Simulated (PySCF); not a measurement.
Au2, singlet, at a GFN2-xTB geometry (such geometries of metal compounds can be far from the true shape) (core potentials on Au); HF/def2-SVP in PySCF.

Input for PySCF:
```python
from pyscf import gto, scf

mol = gto.Mole()
mol.atom = '''
    Au   -0.000000   -0.000000   -1.248439
    Au    0.000000    0.000000    1.248439
'''
mol.basis = 'def2-svp'
mol.ecp = {'Au': 'def2-svp'}
mol.charge = 0
mol.spin = 0
mol.verbose = 4
mol.build()

mf = scf.RHF(mol)
mf.kernel()
```

What the program printed (banner, timings and long lists left out):

```
PySCF version 2.14.0

[INPUT] verbose = 4
[INPUT] num. atoms = 2
[INPUT] num. electrons = 38
[INPUT] charge = 0
[INPUT] spin (= nelec alpha-beta = 2S) = 0
[INPUT] symmetry False subgroup None
[INPUT] Mole.unit = angstrom
[INPUT] Symbol           X                Y                Z      unit          X                Y                Z       unit  Magmom
[INPUT]  1 Au     0.000000000000   0.000000000000  -1.248439000000 AA    0.000000000000   0.000000000000  -2.359207793226 Bohr   0.0
[INPUT]  2 Au     0.000000000000   0.000000000000   1.248439000000 AA    0.000000000000   0.000000000000   2.359207793226 Bohr   0.0

nuclear repulsion = 76.5087333630718
number of shells = 24
number of NR pGTOs = 114
number of NR cGTOs = 64
basis = def2-svp
ecp = {'Au': 'def2-svp'}

******** <class 'pyscf.scf.hf.RHF'> ********
method = RHF
initial guess = minao
damping factor = 0
level_shift factor = 0
DIIS = <class 'pyscf.scf.diis.CDIIS'>
diis_start_cycle = 1
diis_space = 8
diis_damp = 0
SCF conv_tol = 1e-09
SCF conv_tol_grad = None
SCF max_cycles = 50
direct_scf = True
direct_scf_tol = 1e-13
Set gradient conv threshold to 3.16228e-05
Initial guess from minao.
init E= -244.894698250936
  HOMO = -1.12831822028827  LUMO = -0.849019719999986  gap/eV = 7.60010
cycle= 1 E= -268.820341052627  delta_E= -23.9  |g|=  1.9  |ddm|=   14
  HOMO = -0.0796987822038524  LUMO = 0.0458186019080937  gap/eV = 3.41550
cycle= 2 E= -269.177129018703  delta_E= -0.357  |g|= 1.52  |ddm|= 4.16
  HOMO = -0.291366465288752  LUMO = -0.00830702756444079  gap/eV = 7.70244
cycle= 3 E= -269.59096899829  delta_E= -0.414  |g|= 0.0839  |ddm|= 1.71
  HOMO = -0.289960315887417  LUMO = -0.00773093507068712  gap/eV = 7.67985
cycle= 4 E= -269.592363722669  delta_E= -0.00139  |g|= 0.0297  |ddm|= 0.143
  HOMO = -0.290643587260217  LUMO = -0.00630876996719643  gap/eV = 7.73714
cycle= 5 E= -269.592553454076  delta_E= -0.00019  |g|= 0.00598  |ddm|= 0.0381
  HOMO = -0.290916510033134  LUMO = -0.00670802697464445  gap/eV = 7.73371
cycle= 6 E= -269.592590966433  delta_E= -3.75e-05  |g|= 0.0021  |ddm|= 0.0253
  HOMO = -0.291024593627824  LUMO = -0.00671732091954436  gap/eV = 7.73639
cycle= 7 E= -269.592600489611  delta_E= -9.52e-06  |g|= 0.000723  |ddm|= 0.0132
  HOMO = -0.291143863303868  LUMO = -0.00673661337596876  gap/eV = 7.73912
cycle= 8 E= -269.592601728549  delta_E= -1.24e-06  |g|= 9.42e-05  |ddm|= 0.00734
  HOMO = -0.291161580728917  LUMO = -0.00673919162711201  gap/eV = 7.73953
cycle= 9 E= -269.592601737077  delta_E= -8.53e-09  |g|= 1.53e-05  |ddm|= 0.000692
  HOMO = -0.291160561247326  LUMO = -0.00673779958069165  gap/eV = 7.73954
cycle= 10 E= -269.592601737266  delta_E= -1.88e-10  |g|= 3.37e-06  |ddm|= 6.17e-05
  HOMO = -0.291160421743405  LUMO = -0.0067374369386668  gap/eV = 7.73954
Extra cycle  E= -269.592601737276  delta_E= -1.08e-11  |g|= 1.41e-06  |ddm|= 8.93e-06
converged SCF energy = -269.592601737276
```
